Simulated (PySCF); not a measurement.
Species: InH2Cl.
SMILES: `[H][In]([H])[Cl]`

The calculation used PBE0-D3(BJ)/def2-SVP geometry optimisation, gas phase, def2 core potentials past Kr in PySCF.

Take the most abundant isotopes and a rigid rotor. 

(1) Give the principal moments of inertia and the rotational constants in MHz.

(2) What kind of rotor is it?

(3) Is it planar, by Δ = Ic − Ia − Ib?

(4) Give the coordinates in the principal-axis frame, origin at the centre of mass.

(5) List the rotational levels J(Ka,Kc) to J = 5 (MHz).

(6) Predict some low-J microwave lines.

(7) Estimate the classical rotational partition function at 50 K, 100 K and 200 K.

Answers

(1) Ia = 5.03, Ib = 153.33, Ic = 158.36 u·Å²; 505379 MHz·u·Å²/I gives A = 100526, B = 3296, C = 3191 MHz.

(2) A near-prolate asymmetric top. Ray's parameter κ = (2B − A − C)/(A − C) = -0.998; −1 is the prolate and +1 the oblate limit.

(3) Planar: Δ = Ic − Ia − Ib = 0.00 u·Å². For a rigid frame Δ = −2 Σ m c², so it vanishes when all atoms lie in the ab plane; here none is more than 0.01 Å from it.

(4) The sense of each axis is arbitrary; atoms in the order of the calculation.
```
atom  mass (u)   a (Å)   b (Å)  c (Å)
 In1   114.904   0.536   0.000  0.000
  H2     1.008   1.201   1.581  0.000
  H3     1.008   1.211  -1.577  0.000
 Cl4    34.969  -1.832   0.000  0.000
```

(5) Above 0(0,0):
J = 1: 1(0,1) 6487, 1(1,1) 103717, 1(1,0) 103821
J = 2: 2(0,2) 19462, 2(1,2) 116587, 2(1,1) 116901, 2(2,1) 408589, 2(2,0) 408589
J = 3: 3(0,3) 38923, 3(1,3) 135892, 3(1,2) 136519, 3(2,2) 428051, 3(2,1) 428052, 3(3,1) 914461, 3(3,0) 914461
J = 4: 4(0,4) 64871, 4(1,4) 161631, 4(1,3) 162678, 4(2,3) 454000, 4(2,2) 454001, 4(3,2) 940410, 4(3,1) 940410, 4(4,1) 1621383, 4(4,0) 1621383
J = 5: 5(0,5) 97306, 5(1,5) 193806, 5(1,4) 195375, 5(2,4) 486436, 5(2,3) 486439, 5(3,3) 972846, 5(3,2) 972846, 5(4,2) 1653819, 5(4,1) 1653819, 5(5,1) 2529356, 5(5,0) 2529356

(6) The dipole components are |μa| = 2.79 D, |μb| = 0.00 D, |μc| = 0.00 D; the symmetry axis of this C2v structure is a, so μb and μc vanish by symmetry and there are no b-type or c-type lines. Some lines, for components of 0.1 D or more:

| type | branch | J(Ka,Kc) | MHz | lower level (cm⁻¹) |
| --- | --- | --- | --- | --- |
| a | Q | 2(1,1) ← 2(1,2) | 314 | 3.889 |
| a | Q | 3(1,2) ← 3(1,3) | 628 | 4.533 |
| a | Q | 4(1,3) ← 4(1,4) | 1046 | 5.391 |
| a | R | 1(0,1) ← 0(0,0) | 6487 | 0.000 |
| a | R | 2(1,2) ← 1(1,1) | 12870 | 3.460 |
| a | R | 2(0,2) ← 1(0,1) | 12974 | 0.216 |
| a | R | 2(1,1) ← 1(1,0) | 13079 | 3.463 |
| a | R | 3(1,3) ← 2(1,2) | 19305 | 3.889 |
| a | R | 3(0,3) ← 2(0,2) | 19461 | 0.649 |
| a | R | 3(2,2) ← 2(2,1) | 19462 | 13.629 |
| a | R | 3(2,1) ← 2(2,0) | 19462 | 13.629 |
| a | R | 3(1,2) ← 2(1,1) | 19619 | 3.899 |
| a | R | 4(1,4) ← 3(1,3) | 25740 | 4.533 |
| a | R | 4(0,4) ← 3(0,3) | 25948 | 1.298 |
| a | R | 4(2,3) ← 3(2,2) | 25949 | 14.278 |
| a | R | 4(3,2) ← 3(3,1) | 25949 | 30.503 |
| a | R | 4(3,1) ← 3(3,0) | 25949 | 30.503 |
| a | R | 4(2,2) ← 3(2,1) | 25950 | 14.278 |
| a | R | 4(1,3) ← 3(1,2) | 26158 | 4.554 |

(7) Point group C2v, symmetry number σ = 2; q = (√π/σ)·√((kT/h)³/(ABC)), k/h = 20836.6 MHz/K: 916 at 50 K, 2590 at 100 K, 7330 at 200 K.

Atoms past krypton carry def2 core potentials. No frequency check. Constants of a rigid frame at the computed geometry: no zero-point averaging, no centrifugal distortion. Quadrupole hyperfine structure (35Cl) is left out.
